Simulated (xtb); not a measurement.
Ba (SMILES [Ba]), singlet (GFN-xTB shapes and energies of metal compounds can be far from the true ones); GFN1-xTB run with xtb 6.7.1.

The xtb input:
```
$ xtb mol.xyz --gfn 1 --ohess --json

# file mol.xyz
1

Ba     0.00000000     0.00000000     0.00000000
```

What the program printed (banner, timings and long lists left out):

```
   ID    Z sym.   atoms
    1   56 Ba     1

           -------------------------------------------------
          |                Calculation Setup                |
           -------------------------------------------------

           -------------------------------------------------
          |                 G F N 1 - x T B                 |
           -------------------------------------------------

          ...................................................
          :                      SETUP                      :
          :.................................................:
          :  # basis functions                  10          :
          :  # atomic orbitals                   9          :
          :  # shells                            3          :
          :  # electrons                         2          :
          :  # halogen bonds                     0          :
          :  max. iterations                   250          :
          :  Hamiltonian                  GFN1-xTB          :
          :  restarted?                      false          :
          :  GBSA solvation                  false          :
          :  PC potential                    false          :
          :  electronic temp.          300.0000000     K    :
          :  accuracy                    1.0000000          :
          :  -> integral cutoff          0.2500000E+02      :
          :  -> integral neglect         0.1000000E-07      :
          :  -> SCF convergence          0.1000000E-05 Eh   :
          :  -> wf. convergence          0.2000000E-04 e    :
          :  Broyden damping             0.4000000          :
          :  net charge                          0          :
          :  unpaired electrons                  0          :
          ...................................................

 iter      E             dE          RMSdq      gap      omega  full diag
   1     -0.4742596 -0.474260E+00  0.437E-16    2.48       2.5  T
   2     -0.4742596  0.000000E+00  0.349E-16    2.48       2.5  T
   3     -0.4742596  0.000000E+00  0.269E-16    2.48       2.5  T

   *** convergence criteria satisfied after 3 iterations ***

         :::::::::::::::::::::::::::::::::::::::::::::::::::::
         ::                     SUMMARY                     ::
         :::::::::::::::::::::::::::::::::::::::::::::::::::::
         :: total energy              -0.474259578345 Eh    ::
         :: gradient norm              0.000000000000 Eh/a0 ::
         :: HOMO-LUMO gap              2.477277000000 eV    ::
         ::.................................................::
         :: SCC energy                -0.474259578345 Eh    ::
         :: -> electrostatic           0.000000000000 Eh    ::
         :: repulsion energy           0.000000000000 Eh    ::
         :: dispersion energy          0.000000000000 Eh    ::
         :: halogen bond corr.         0.000000000000 Eh    ::
         :: add. restraining           0.000000000000 Eh    ::
         :: total charge               0.000000000000 e     ::
         :::::::::::::::::::::::::::::::::::::::::::::::::::::

      -----------------------------------------------------------
     |                   =====================                   |
     |                        A N C O P T                        |
     |                   =====================                   |
     |               Approximate Normal Coordinate               |
     |                Rational Function Optimizer                |
      -----------------------------------------------------------
      -----------------------------------------------------------
     |                   =====================                   |
     |                        A N C O P T                        |
     |                   =====================                   |
     |               Approximate Normal Coordinate               |
     |                Rational Function Optimizer                |
      -----------------------------------------------------------
================
 final structure:
================
1
 xtb: 6.7.1 (edcfbbe)
Ba           0.00000000000000        0.00000000000000        0.00000000000000

 Bond Distances (Angstroems)
 ---------------------------

 selected bond angles (degree)
 --------------------

 selected dihedral angles (degree)
 ---------------------------------

           -------------------------------------------------
          |                Final Singlepoint                |
           -------------------------------------------------

          ...................................................
          :                      SETUP                      :
          :.................................................:
          :  # basis functions                  10          :
          :  # atomic orbitals                   9          :
          :  # shells                            3          :
          :  # electrons                         2          :
          :  # halogen bonds                     0          :
          :  max. iterations                   250          :
          :  Hamiltonian                  GFN1-xTB          :
          :  restarted?                      false          :
          :  GBSA solvation                  false          :
          :  PC potential                    false          :
          :  electronic temp.          300.0000000     K    :
          :  accuracy                    1.0000000          :
          :  -> integral cutoff          0.2500000E+02      :
          :  -> integral neglect         0.1000000E-07      :
          :  -> SCF convergence          0.1000000E-05 Eh   :
          :  -> wf. convergence          0.2000000E-04 e    :
          :  Broyden damping             0.4000000          :
          :  net charge                          0          :
          :  unpaired electrons                  0          :
[...]
         :: total energy              -0.474259578345 Eh    ::
[...]
           -------------------------------------------------
step length          :   0.00500
SCC accuracy         :   0.30000
Hessian scale factor :   1.00000
frozen atoms in %    :   0.00000    0
RMS gradient         :   0.00000

writing file <hessian>.

 vibrational frequencies (cm⁻¹)
eigval :        0.09     0.09     0.09
           -------------------------------------------------
          |                Property Printout                |
           -------------------------------------------------

    * Orbital Energies and Occupations

         #    Occupation            Energy/Eh            Energy/eV
      -------------------------------------------------------------
         1        2.0000           -0.2371298              -6.4526 (HOMO)
         2                         -0.1460915              -3.9754 (LUMO)
         3                         -0.1460915              -3.9754
         4                         -0.1460915              -3.9754
         5                         -0.0847354              -2.3058
         6                         -0.0847354              -2.3058
         7                         -0.0847354              -2.3058
         8                         -0.0847354              -2.3058
         9                         -0.0847354              -2.3058
      -------------------------------------------------------------
                  HL-Gap            0.0910383 Eh            2.4773 eV
             Fermi-level           -0.1916107 Eh           -5.2140 eV

  Mulliken/CM5 charges         n(s)   n(p)   n(d)
     1Ba    0.00000  0.00000   2.000  0.000  0.000

Wiberg/Mayer (AO) data.
largest (>0.10) Wiberg bond orders for each atom

 ---------------------------------------------------------------------------
     #   Z sym  total        # sym  WBO       # sym  WBO       # sym  WBO
 ---------------------------------------------------------------------------
     1  56 Ba   0.000
 ---------------------------------------------------------------------------

 dipole moment from electron density (au)
     X       Y       Z
   0.0000   0.0000   0.0000  total (Debye):    0.000

           -------------------------------------------------
          |               Frequency Printout                |
           -------------------------------------------------
 vibrational frequencies (cm⁻¹)
eigval :        0.09     0.09     0.09
 reduced masses (amu)
   1:  0.00   2:  0.00   3:  0.00
 IR intensities (km·mol⁻¹)
   1:  0.00   2:  0.00   3:  0.00
 Raman intensities (Ä⁴*amu⁻¹)
   1:  0.00   2:  0.00   3:  0.00
 output can be read by thermo (or use thermo option).
 writing <g98.out> molden fake output.
 recommended (thermochemical) frequency scaling factor: 1.0
           -------------------------------------------------
          |             Thermodynamic Functions             |
           -------------------------------------------------

Kh  symmetry found (for desy threshold:  0.10E+00) used in thermo

          ...................................................
          :                      SETUP                      :
          :.................................................:
          :  # frequencies                           0      :
          :  # imaginary freq.                       0      :
          :  linear?                              true      :
          :  only rotor calc.                     true      :
          :  symmetry                               Kh      :
          :  rotational number                       1      :
          :  scaling factor                  1.0000000      :
          :  rotor cutoff                   50.0000000 cm⁻¹ :
          :  imag. cutoff                  -20.0000000 cm⁻¹ :
          :.................................................:

    mode    ω/cm⁻¹     T·S(HO)/kcal·mol⁻¹    T·S(FR)/kcal·mol⁻¹   T·S(vib)
   ------------------------------------------------------------------------
   ------------------------------------------------------------------------

   temp. (K)  partition function   enthalpy   heat capacity  entropy
                                   cal/mol     cal/K/mol   cal/K/mol   J/K/mol
 298.15  VIB   1.00                    0.000      0.000      0.000
         ROT   1.00                    0.000      0.000      0.000
         INT   1.00                    0.000      0.000      0.000
         TR   0.156E+28             1481.254      4.968     40.645
         TOT                        1481.2539     4.9681    40.6450   170.0589

       T/K    H(0)-H(T)+PV         H(T)/Eh          T*S/Eh         G(T)/Eh
   ------------------------------------------------------------------------
    298.15    0.236053E-02    0.236053E-02    0.193118E-01   -0.169512E-01
   ------------------------------------------------------------------------

         :::::::::::::::::::::::::::::::::::::::::::::::::::::
         ::                  THERMODYNAMIC                  ::
         :::::::::::::::::::::::::::::::::::::::::::::::::::::
         :: total free energy          -0.491210822925 Eh   ::
         ::.................................................::
         :: total energy               -0.474259578345 Eh   ::
         :: zero point energy           0.000000000000 Eh   ::
         :: G(RRHO) w/o ZPVE           -0.016951244580 Eh   ::
         :: G(RRHO) contrib.           -0.016951244580 Eh   ::
         :::::::::::::::::::::::::::::::::::::::::::::::::::::

optimized geometry written to: xtbopt.xyz

           -------------------------------------------------
          | TOTAL ENERGY               -0.474259578345 Eh   |
          | TOTAL ENTHALPY             -0.471899049966 Eh   |
          | TOTAL FREE ENERGY          -0.491210822925 Eh   |
          | GRADIENT NORM               0.000000000000 Eh/α |
          | HOMO-LUMO GAP               2.477277000000 eV   |
           -------------------------------------------------

normal termination of xtb
```
